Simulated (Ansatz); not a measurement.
Species: GeBr3 (charge -1, singlet). It need not be the lowest isomer of its formula. Whether it binds its extra electron was not tested at this geometry. 
Coordinates optimised at B3LYP-D3(BJ)/def2-TZVP (Ansatz, a program for electronic structure):
```xyz
4

Br    -1.7521    -1.3389    -0.2940
Ge    -0.0122     0.0050     0.9116
Br     2.0396    -0.8535    -0.2458
Br    -0.2763     2.1878    -0.2936
```
Charge -1, spin multiplicity 1.

Total electronic energies in hartree. Valence correlation only, unless marked. No spin-orbit coupling. The frozen core is the preceding noble-gas configuration, with the filled d and f shells of earlier blocks. Non-relativistic. CBS(X,Y): correlation extrapolated as X^-3; Hartree-Fock from the larger set.

```tsv
level	program	energy (Eh)
SVWN5/def2-TZVPD	Ansatz	-9785.95632
BLYP/def2-TZVPD	Ansatz	-9799.85979
revPBE-D3(BJ)/def2-TZVPD	Ansatz + dftd3	-9798.90885
PBE-QIDH/def2-TZVPD	Ansatz	-9797.13263
SCS-MP2/aug-cc-pVTZ	Ansatz	-9793.61711
SCS-MP2/cc-pVTZ	Ansatz	-9793.59581
CCSD/aug-cc-pVQZ	Ansatz	-9793.73485
CCSD(T)/STO-3G	Ansatz	-9685.88112
CCSD(T)/CBS(aug-cc-pVTZ,aug-cc-pVQZ)	Ansatz	-9793.8129
```

Totals of different functionals don't rank their quality; only differences between species are comparable.
